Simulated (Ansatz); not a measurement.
Basis-set extrapolation for CH5F3Si2 (`C[SiH2][Si](F)(F)F`) (PBE0-D4/def2-TZVP geometry, frozen core, the Gaussian-basis code of Ansatz). Multiplicity 1, RHF reference.

|  | def2-TZVPP | def2-QZVPP |
| --- | --- | --- |
| HF | -917.365370 | -917.400604 |
| MP2 correlation | -1.159686 | -1.263351 |
| CCSD(T) correlation | -1.234066 | not run |

Energies in hartree. Use E(X) = E(∞) + A·exp(−7.88·√X) for Hartree–Fock and E(X) = E(∞) + B·X^(−2.97) for correlation, with X = 3 and 4, and add CCSD(T) minus MP2 of the smaller set to the MP2 limit.

Question: What is the CCSD(T) energy at the basis-set limit?

Answer: HF limit: -917.400604 + (-0.035234) × 0.13774 = -917.40546. MP2 limit: -1.263351 + (-0.103665) × 0.74074 = -1.34014. Higher-order term: -1.234066 − (-1.159686) = -0.07438. Total: -918.81998 hartree, 6.00 eV below CCSD(T)/def2-TZVPP.
